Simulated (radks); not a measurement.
The nuclear charge of neutral lithium is varied continuously with 3 electrons held in [He] 2s1. All-electron calculation, scalar-relativistic Kohn-Sham, PBE, spin-polarised, spherical densities, finite nucleus; open shells are filled with parallel spins first; Fermi nuclear charge, rms radius 2.444 fm. Program: a radial shooting solver on a logarithmic mesh with Libxc functionals. By the Hellmann-Feynman theorem dE/dZ = E(electron-nucleus)/Z, the electronic potential at the nucleus (averaged over a nucleus of fixed radius). The scalar-relativistic energy here is not variational (the density holds large components alone), so the two differ by a part that grows with Z.

Z    E (hartree)  E(electron-nucleus)/Z (hartree)  HOMO  e(HOMO) (eV)  <r> HOMO (bohr)
2.8     -6.36623                         -5.25734    2s        -1.841            4.437
2.9     -6.90330                         -5.48387    2s        -2.497            4.084
3       -7.46301                         -5.71014    2s        -3.228            3.790
3.1     -8.04533                         -5.93622    2s        -4.033            3.538
3.2     -8.65026                         -6.16215    2s        -4.910            3.321
3.3     -9.27777                         -6.38797    2s        -5.859            3.131
3.4     -9.92786                         -6.61370    2s        -6.879            2.963
3.5    -10.60052                         -6.83935    2s        -7.970            2.813
3.6    -11.29574                         -7.06496    2s        -9.131            2.679
3.7    -12.01352                         -7.29052    2s       -10.363            2.557
3.8    -12.75386                         -7.51604    2s       -11.664            2.447
3.9    -13.51675                         -7.74154    2s       -13.034            2.346
4      -14.30219                         -7.96702    2s       -14.474            2.254

The central difference of E at Z = 3 is -5.710 hartree, to compare with the third column; the second derivative is -2.26 hartree.
